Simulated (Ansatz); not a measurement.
`C=[CH][AlH][F]` + `C[SeH]` → `C[Se][AlH][F]` + `C=C` at 700 K and 1 bar (ligand exchange at the Al–C bond).

Calculated with Ansatz (gas phase, PBE0-D4/def2-TZVP geometries, no zero-point term in ΔE). CCSD(T)/CBS is the MP2 limit (def2-TZVPP, def2-QZVPP) plus CCSD(T) − MP2 in def2-TZVPP, frozen cores. This one scheme is used for every species. For Se outer-core shells are correlated without core-valence functions, which leaves a few kJ/mol of doubt a bond. Scalar relativity is left out up to krypton. One conformer a species, not always the lowest.

```
         species  CCSD(T)/CBS energy (Eh)  H − E (kJ/mol)  S (J/(mol·K))
`C=[CH][AlH][F]`               -420.36993           195.3          402.4
        `C[SeH]`              -2441.15625           157.6          325.3
 `C[Se][AlH][F]`              -2783.08628           191.7          444.4
           `C=C`                -78.48111           168.9          268.4
```

H − E and S are ideal-gas, rigid-rotor, harmonic terms from PBE0-D4/def2-TZVP, for one conformer and one mirror image of each species. 1 Eh = 2625.50 kJ/mol, R = 8.31446 J/(mol·K).

**Question.** By hand: ΔE, ΔH, ΔS and ΔG.

**Answer.** ΔE = (-2783.08628) + (-78.48111) − (-420.36993) − (-2441.15625) = -0.04121 Eh = -108.2 kJ/mol. Δ(H − E) = 191.7 + 168.9 − 195.3 − 157.6 = 7.7, so ΔH = -100.5 kJ/mol. ΔS = 444.4 + 268.4 − 402.4 − 325.3 = -14.9 J/(mol·K). ΔG = -100.5 − 700 × (-14.9)/1000 = -90.1 kJ/mol.

**Question.** By hand: the equilibrium constant, and the temperature at which ΔG would vanish if ΔH and ΔS stayed fixed.

**Answer.** log₁₀ K = −ΔG/(RT ln 10) = 6.7. ΔG = 0 at ΔH/ΔS = 6745 K, far beyond where these terms or the molecules hold.

The number of gas molecules stays the same, so ΔS is small and ΔH decides. A doubt of 5 kJ/mol in ΔE shifts log₁₀ K by 0.4 here. Other conformers and mirror images would add mixing entropy, several J/(mol·K) or more a flexible species. These are equilibria of isolated gas molecules and say nothing of rates. Largest T1 diagnostic: 0.012 (customary marks: 0.02 for closed shells, 0.045 for open ones).
